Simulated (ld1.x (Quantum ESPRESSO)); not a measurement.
**Transferability test, TM potential for Cd**

* Element: Cd
* Generator: ld1.x (Quantum ESPRESSO) 7.5
* Type: norm-conserving Troullier–Martins (Kleinman–Bylander form)
* Functional: LDA (PZ)
* Relativity: scalar-relativistic
* Frozen core: [Ar] 3d10
* Valence charge: 20
* Reference configuration: 4s2 4p6 4d10 5s2 5p0
* Partial waves: 4s (bound): rc 1.50 bohr; 4d (bound): rc 1.05 bohr; 4p (bound): rc 1.10 bohr
* Local potential: the p channel
* Core correction: Bessel-smoothed model core inside 0.60 bohr

Occupied shells without a wave of their own: 5s. They enter only through the test configuration that unscreens the potential, and ld1.x also counts them in the model core charge.

Energies are relative to the spin-unpolarised reference configuration 4s2 4p6 4d10 5s2 5p0; without spin polarisation the order of configurations can differ from experiment. Spin-polarised rows fill each open shell by Hund’s rule, majority spin first.

ld1.x takes every shell without a wave as core, so the model core holds the 5s electrons as well and exchange and correlation see them twice. This cancels in the reference configuration, but the file is broken for other ones, and its errors say nothing about a proper core correction.

```csv
valence configuration,charge,ΔE all-electron (eV),error AE − PS (meV)
4s2 4p6 4d10 5s1 5p0,+1,9.628,-1408
4s2 4p6 4d10 5s0 5p0,+2,27.148,-3769
4s2 4p6 4d9 5s0 5p0,+3,65.404,-5373
4s2 4p6 4d10 5s0 5p2,0,9.913,-2421
4s2 4p6 4d8 5s0 5p0,+4,119.682,-7117
4s2 4p6 4d9 5s2 5p0,+1,18.146,-60
4s1 4p6 4d10 5s2 5p0,+1,113.449,-209
4s2 4p6 4d10 5s1 5p0 (spin-polarised),+1,9.439,-1463
4s2 4p6 4d9 5s0 5p0 (spin-polarised),+3,65.228,-5370
```

These tests converged, but a pseudo level misses the all-electron one widely, so the file describes the atom poorly there or has found another state: 4s2 4p6 4d10 5s0 5p0: empty 5s by 2.9 eV; 4s2 4p6 4d9 5s0 5p0: empty 5s by 3.9 eV; 4s2 4p6 4d8 5s0 5p0: empty 5s by 4.9 eV.

The potential misses its own reference levels by up to 1.0 eV.
